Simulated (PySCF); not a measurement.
C5H10O2, triplet (typed; the unrestricted solution is spin-contaminated), at a GFN2-xTB geometry (a higher spin typed on purpose: for a closed-shell molecule this is an excited state), with bond 16-4 at 1.8 times its length; HF/STO-3G (PySCF).

PySCF was given this input:
```python
from pyscf import gto, scf

mol = gto.Mole()
mol.atom = '''
    C    -0.73625456    0.18031274    1.50162581
    C    -0.60520756    0.18405462   -0.00498451
    C    -1.56034575   -0.77288188   -0.68318510
    C    -0.64173758    1.56773273   -0.61747268
    C     0.96848711   -0.34934101   -0.39686554
    O     1.84217162    0.55662477    0.13610481
    O     1.02552288   -1.59639469   -0.19987370
    H    -0.06594003    0.90706390    1.95627426
    H    -1.75933852    0.43698540    1.78035443
    H    -0.51929729   -0.80943847    1.89963957
    H    -2.57965495   -0.40056188   -0.57585168
    H    -1.49643221   -1.76237632   -0.23958998
    H    -1.33473584   -0.85712739   -1.74327402
    H     0.11509125    2.21377824   -0.18104230
    H    -0.48193302    1.52016241   -1.69168375
    H    -2.41012985    2.35472491   -0.28582093
    H     2.25521264    0.20545970    0.94383816
'''
mol.basis = 'sto-3g'
mol.spin = 2
mol.verbose = 4
mol.build()

mf = scf.UHF(mol)
mf.kernel()
mo_i, mo_e, stable_i, stable_e = mf.stability(internal=True, external=True, return_status=True, nroots=6, tol=1e-6)
print('internally stable:', stable_i, ' externally stable:', stable_e)
if not stable_i:
    umf = mf.copy()
    umf.scf_summary = {}
    umf.kernel(umf.make_rdm1(mo_i, mf.mo_occ))
```

The log (banner, timings and long lists left out):

```
PySCF version 2.14.0

[INPUT] verbose = 4
[INPUT] num. atoms = 17
[INPUT] num. electrons = 56
[INPUT] charge = 0
[INPUT] spin (= nelec alpha-beta = 2S) = 2
[INPUT] symmetry False subgroup None
[INPUT] Mole.unit = angstrom
[INPUT] Symbol           X                Y                Z      unit          X                Y                Z       unit  Magmom
[INPUT]  1 C     -0.736254560000   0.180312740000   1.501625810000 AA   -1.391319476362   0.340741695370   2.837661522478 Bohr   0.0
[INPUT]  2 C     -0.605207560000   0.184054620000  -0.004984510000 AA   -1.143676536916   0.347812823761  -0.009419358765 Bohr   0.0
[INPUT]  3 C     -1.560345750000  -0.772881880000  -0.683185100000 AA   -2.948626127129  -1.460535079839  -1.291032731384 Bohr   0.0
[INPUT]  4 C     -0.641737580000   1.567732730000  -0.617472680000 AA   -1.212708270041   2.962585496217  -1.166854254601 Bohr   0.0
[INPUT]  5 C      0.968487110000  -0.349341010000  -0.396865540000 AA    1.830175393072  -0.660158832979  -0.749967178878 Bohr   0.0
[INPUT]  6 O      1.842171620000   0.556624770000   0.136104810000 AA    3.481199836246   1.051868369449   0.257200815136 Bohr   0.0
[INPUT]  7 O      1.025522880000  -1.596394690000  -0.199873700000 AA    1.937957377675  -3.016748750810  -0.377706552503 Bohr   0.0
[INPUT]  8 H     -0.065940030000   0.907063900000   1.956274260000 AA   -0.124608597346   1.714102348480   3.696822575936 Bohr   0.0
[INPUT]  9 H     -1.759338520000   0.436985400000   1.780354430000 AA   -3.324667963198   0.825782726434   3.364382277356 Bohr   0.0
[INPUT] 10 H     -0.519297290000  -0.809438470000   1.899639570000 AA   -0.981329655329  -1.529617022987   3.589798522687 Bohr   0.0
[INPUT] 11 H     -2.579654950000  -0.400561880000  -0.575851680000 AA   -4.874841351379  -0.756952249141  -1.088201963571 Bohr   0.0
[INPUT] 12 H     -1.496432210000  -1.762376320000  -0.239589980000 AA   -2.827847040878  -3.330408573219  -0.452759444390 Bohr   0.0
[INPUT] 13 H     -1.334735840000  -0.857127390000  -1.743274020000 AA   -2.522285186241  -1.619736020963  -3.294310457870 Bohr   0.0
[INPUT] 14 H      0.115091250000   2.213778240000  -0.181042300000 AA    0.217490941834   4.183434574122  -0.342120363961 Bohr   0.0
[INPUT] 15 H     -0.481933020000   1.520162410000  -1.691683750000 AA   -0.910721418185   2.872690619759  -3.196818976877 Bohr   0.0
[INPUT] 16 H     -2.410129850000   2.354724910000  -0.285820930000 AA   -4.554485341139   4.449785178591  -0.540123278368 Bohr   0.0
[INPUT] 17 H      2.255212640000   0.205459700000   0.943838160000 AA    4.261734242257   0.388262562635   1.783595628313 Bohr   0.0

nuclear repulsion = 324.711885560619
number of shells = 31
number of NR pGTOs = 135
number of NR cGTOs = 45
basis = sto-3g
ecp = {}

******** <class 'pyscf.scf.uhf.UHF'> ********
method = UHF
initial guess = minao
damping factor = 0
level_shift factor = 0
DIIS = <class 'pyscf.scf.diis.CDIIS'>
diis_start_cycle = 1
diis_space = 8
diis_damp = 0
SCF conv_tol = 1e-09
SCF conv_tol_grad = None
SCF max_cycles = 50
direct_scf = True
direct_scf_tol = 1e-13
number electrons alpha = 29  beta = 27
Set gradient conv threshold to 3.16228e-05
init E= -341.245502193929

cycle= 1 E= -339.907558809206  delta_E= 1.34  |g|= 0.493  |ddm|= 3.56
cycle= 2 E= -339.908522273394  delta_E= -0.000963  |g|= 0.606  |ddm|= 1.55
cycle= 3 E= -340.153676958282  delta_E= -0.245  |g|= 0.121  |ddm|= 0.927
cycle= 4 E= -340.196557985128  delta_E= -0.0429  |g|= 0.108  |ddm|= 0.342
cycle= 5 E= -340.227434578173  delta_E= -0.0309  |g|= 0.101  |ddm|= 0.264
cycle= 6 E= -340.270396908132  delta_E= -0.043  |g|= 0.0631  |ddm|= 0.457
cycle= 7 E= -340.282990926818  delta_E= -0.0126  |g|= 0.0315  |ddm|= 0.23
cycle= 8 E= -340.28648637823  delta_E= -0.0035  |g|= 0.00962  |ddm|= 0.158
cycle= 9 E= -340.286756586226  delta_E= -0.00027  |g|= 0.00574  |ddm|= 0.034
cycle= 10 E= -340.286849495502  delta_E= -9.29e-05  |g|= 0.00468  |ddm|= 0.0277
cycle= 11 E= -340.28691081199  delta_E= -6.13e-05  |g|= 0.00155  |ddm|= 0.0254
cycle= 12 E= -340.286917080663  delta_E= -6.27e-06  |g|= 0.00104  |ddm|= 0.00719
cycle= 13 E= -340.286919113611  delta_E= -2.03e-06  |g|= 0.000587  |ddm|= 0.0058
cycle= 14 E= -340.286919897546  delta_E= -7.84e-07  |g|= 0.000118  |ddm|= 0.00267
cycle= 15 E= -340.286919931252  delta_E= -3.37e-08  |g|= 3.96e-05  |ddm|= 0.000485
cycle= 16 E= -340.286919935131  delta_E= -3.88e-09  |g|= 1.79e-05  |ddm|= 0.000146
cycle= 17 E= -340.286919936146  delta_E= -1.02e-09  |g|= 1.3e-05  |ddm|= 5.61e-05
cycle= 18 E= -340.286919936961  delta_E= -8.15e-10  |g|= 1.05e-05  |ddm|= 5.29e-05
Extra cycle  E= -340.286919937257  delta_E= -2.97e-10  |g|= 9.7e-06  |ddm|= 2.11e-05
converged SCF energy = -340.286919937257  <S^2> = 2.753681  2S+1 = 3.4662262
uhf_internal: lowest eigs of H = [0.09208408 0.30801197 0.447175   0.51171574 0.58394991 0.63743257]
<class 'pyscf.scf.uhf.UHF'> wavefunction is stable in the internal stability analysis
uhf_real2complex: lowest eigs of H = [0.04806065 0.17240759 0.2881808  0.30592321 0.32119794 0.35861026]
<class 'pyscf.scf.uhf.UHF'> wavefunction is stable in the real -> complex stability analysis
uhf_external: lowest eigs of H = [-3.92046779e-02 -3.35660374e-08  3.46483030e-03  1.67505671e-02
  1.03469022e-01  1.75777579e-01]
<class 'pyscf.scf.uhf.UHF'> wavefunction has an UHF/UKS -> GHF/GKS instability
internally stable: True  externally stable: False
```
